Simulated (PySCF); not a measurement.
## Interval between two levels of Zr²⁺ by level of theory

Zr²⁺ [Kr] 4d2 [3F4, M_J = 4] → Zr²⁺ [Kr] 4d1 5p1 [3F4, M_J = 4], as a difference of total energies. Computed with PySCF 2.14 in x2c-TZVPall-2c with one added diffuse shell each of s, p, d type (9s10p8d1f, 86 functions), with the two-component X2C-1e Hamiltonian. Correlated levels: [Ar] 3d10 frozen; the 6 highest virtual spinors dropped. "Screened" scales the spin-orbit matrix elements by Boettger's factors to mimic the two-electron term; Breit and QED terms are absent.

```json
{"method": "GHF (spin-free)", "interval between two levels (cm⁻¹)": "53586"}
{"method": "GMP2 (spin-free)", "interval between two levels (cm⁻¹)": "52929"}
{"method": "GHF (screened spin-orbit)", "interval between two levels (cm⁻¹)": "54025"}
{"method": "GMP2 (screened spin-orbit)", "interval between two levels (cm⁻¹)": "53398"}
```

The labels give the starting determinants; with spin-orbit coupling the two ends relaxed to ⟨J²⟩ = 20.01, ⟨L²⟩ = 12.02, ⟨S²⟩ = 2.01 and ⟨J²⟩ = 20.01, ⟨L²⟩ = 12.01, ⟨S²⟩ = 2.01.
